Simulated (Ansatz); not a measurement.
Cost and result for the atomization energy of `C=C[Si](Cl)(Cl)Cl` (9 atoms, 8 bonds).

```xyz
9

C     1.5049   -0.5278    0.1783
C     0.2010   -0.7438    0.0413
Si   -1.0449    0.5944   -0.1297
Cl   -0.1567    2.4260   -0.0808
Cl   -2.4092    0.4874    1.3794
Cl   -2.0525    0.4016   -1.8898
H     2.2106   -1.3470    0.2768
H     1.9200    0.4748    0.1975
H    -0.1733   -1.7657    0.0271
```

The species carries charge 0 and has multiplicity 1. The structure was optimised at the PBE0-D4/def2-TZVP level. It is one conformer, not always the lowest. Program: Ansatz. All runs use 4 threads of an Arm Neoverse V2 on a shared host. Times are those of one run each, without the atoms' runs, and a repeat can differ threefold. Electronic energies, without spin–orbit coupling; frozen cores. CCSD(T)/CBS adds CCSD(T) − MP2 in def2-TZVPP to the MP2 limit, and its time is that of the two runs behind it. T1 = 0.010. HSE06 is the plane-wave form, built on full-range PBE exchange.

CCSD(T)/CBS is a level of theory with its own doubt, some kJ/mol a heavy atom from the limit and from the frozen cores, so smaller differences don't rank the functionals.

```csv
level,functions,wall time
LDA (SPW92)/def2-TZVPP,272,1.3 s
BLYP-D4/def2-TZVPP,272,2.1 s
PBE-D4/def2-TZVPP (with forces),272,2.6 s
HSE06-D4/def2-TZVPP,272,4.2 s
CAM-B3LYP-D4/def2-TZVPP,272,4.3 s
CCSD(T)/def2-SVP,115,4.8 s
r2SCAN-D4/def2-TZVPP (with forces),272,5.5 s
PBE-QIDH/def2-TZVPP,272,6 s
r2SCANh-D4/def2-TZVPP,272,6.5 s
ωB97M-V/def2-TZVPP (with forces),272,13 s
MP2/def2-QZVPP,484,20 s
CCSD(T)/def2-TZVPP,272,3.1 min
CCSD(T)/CBS(def2),–,3.4 min
```

What atomization energy does each give, and how far from CCSD(T)/CBS? (Estimate.)

Ansatz gave: 
```csv
level,atomization (kcal/mol),difference from CCSD(T)/CBS,per bond
LDA (SPW92)/def2-TZVPP,940.3,115.5,14.4
BLYP-D4/def2-TZVPP,814.5,-10.3,-1.3
PBE-D4/def2-TZVPP (with forces),842.7,17.9,2.2
HSE06-D4/def2-TZVPP,831.4,6.6,0.8
CAM-B3LYP-D4/def2-TZVPP,819.1,-5.7,-0.7
CCSD(T)/def2-SVP,769.1,-55.7,-7.0
r2SCAN-D4/def2-TZVPP (with forces),830.7,5.9,0.7
PBE-QIDH/def2-TZVPP,826.0,1.2,0.2
r2SCANh-D4/def2-TZVPP,825.7,0.9,0.1
ωB97M-V/def2-TZVPP (with forces),829.7,4.9,0.6
MP2/def2-QZVPP,840.2,15.4,1.9
CCSD(T)/def2-TZVPP,799.4,-25.4,-3.2
CCSD(T)/CBS(def2),824.8,0.0,0.0
```

At CCSD(T), def2-SVP lies −55.6 kcal/mol from the extrapolated value and def2-TZVPP −25.3 kcal/mol: correlation converges slowly with the basis, and small sets miss more of it in the bonded molecule than in its fragments. Leaving LDA and LC-ωPBE aside and taking each functional with its dispersion term where it has one, the values, not all of them listed here, spread over 44.3 kcal/mol, from BHLYP-D4 to PBE-D4. LDA lies +105.6 kcal/mol from PBE without D4, its usual overbinding. From PBE to PBE0 (25 % exact exchange), in def2-TZVPP and without D4, the atomization energy moves by −10.7 kcal/mol: exact exchange takes away binding that semilocal exchange gives to molecules.
